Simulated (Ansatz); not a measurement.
Question: Name a neutral molecule of B, C, Si and H with LUMO energy (B3LYP/def2-TZVPP) between -0.75 and -0.45 eV and HOMO energy (ωB97M-V/def2-TZVPP) between -10.80 and -10.50 eV (Ansatz, PBE0-D4/def2-TZVP geometry).

Answer: `CB(C)C[SiH3]` (-0.61 eV, -10.66 eV). Other molecules can fit too; these were computed, each in one conformer that needn't be the lowest.

B3LYP here is the variant with VWN-RPA as its local correlation; programs differ in this.
